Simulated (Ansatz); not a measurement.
iron atom (Fe), quintet; SC-NEVPT2/def2-SVP, CASSCF(4,6) (Ansatz, a first-principles code).

Ansatz was given this input:
Ansatz 0.2 input:
```yaml
crystal:
  periodic: [false, false, false]
  atoms:
    - {symbol: Fe, position_ang: [0.00000000, 0.00000000, 0.00000000]}
basis:
  gaussian:
    orbitals: def2-SVP
correlation: {method: sc_nevpt2, electrons: all, active_space: {window: {electrons: 4, orbitals: 6}}}
magnetization: {spin_polarized: false, initial_magnetization: 4}
```

Task: What does Ansatz print? Leave out banner, timings and long lists.

Result: 
```
Functional definition: HF
237 factors; integrals over basis functions are off by at most 1.4e-4 eV
mean field evaluation 1: about -34344.0244 eV, gradient 2.3e1 eV
mean field evaluation 2: about -34344.0244 eV, gradient 2.3e1 eV
mean field evaluation 4: about -34344.8930 eV, gradient 9.8e0 eV
mean field evaluation 8: about -34345.2183 eV, gradient 1.6e0 eV
mean field evaluation 16: about -34345.2878 eV, gradient 2.5e-3 eV
mean field evaluation 32: about -34344.9909 eV, gradient 3.3e1 eV
mean field evaluation 64: about -34345.2373 eV, gradient 1.8e0 eV
mean field evaluation 96: about -34345.2878 eV, gradient 3.5e-3 eV
mean field evaluation 128: about -34345.2766 eV, gradient 1.9e0 eV
mean field evaluation 160: about -34347.7430 eV, gradient 5.3e-2 eV
mean field evaluation 192: about -34347.7431 eV, gradient 1.5e-6 eV
mean field evaluation 224: about -34344.8862 eV, gradient 8.5e-1 eV
mean field evaluation 256: about -34345.2287 eV, gradient 8.3e-1 eV
mean field evaluation 288: about -34345.2878 eV, gradient 1.0e-4 eV
mean field -34347.74312358 eV, -1262.2562780550 hartree, gradient 6.9e-7 eV, S^2 6.000000; 13 other end points of the search recorded, 0 dependent functions left out
reference -34347.74312358 eV, -1262.2562780550 hartree; 15, 11 occupied and 16, 20 virtual orbitals, 237 factors
state -34347.83978562 eV, -1262.2598303194 hartree
state -34347.83978562 eV, -1262.2598303194 hartree; corrected -34354.46625302 eV, -1262.5033485048 hartree
state -34347.83553652 eV, -1262.2596741679 hartree
state -34347.83553652 eV, -1262.2596741679 hartree; corrected -34354.41682967 eV, -1262.5015322303 hartree
state -34347.83978562 eV, -1262.2598303194 hartree; corrected -34354.46625302 eV, -1262.5033485048 hartree
state -34345.40348040 eV, -1262.1702977541 hartree
state -34345.40348040 eV, -1262.1702977541 hartree; corrected -34352.88094805 eV, -1262.4450896219 hartree
state -34347.83978562 eV, -1262.2598303194 hartree; corrected -34354.46625302 eV, -1262.5033485048 hartree
state -34347.83572703 eV, -1262.2596811691 hartree
state -34347.83572703 eV, -1262.2596811691 hartree; corrected -34354.41308829 eV, -1262.5013947371 hartree
state -34347.83978562 eV, -1262.2598303194 hartree; corrected -34354.46625302 eV, -1262.5033485048 hartree
2 active orbitals were swapped for others, from the solution at -34347.83572703 eV, -1262.2596811691 hartree to that at -34347.83978562 eV, -1262.2598303194 hartree; typed "places" are swapped only where nearly empty or full, and so, without "given_window_search", are "orbital_numbers", "shells" and a window whose orbitals a file names under [Active]
the orbitals are reached from a further start. From the first start the search ends at -34347.83553652 eV, -1262.2596741679 hartree
Total energy: -34354.46625302 eV, -1262.5033485048 hartree
```
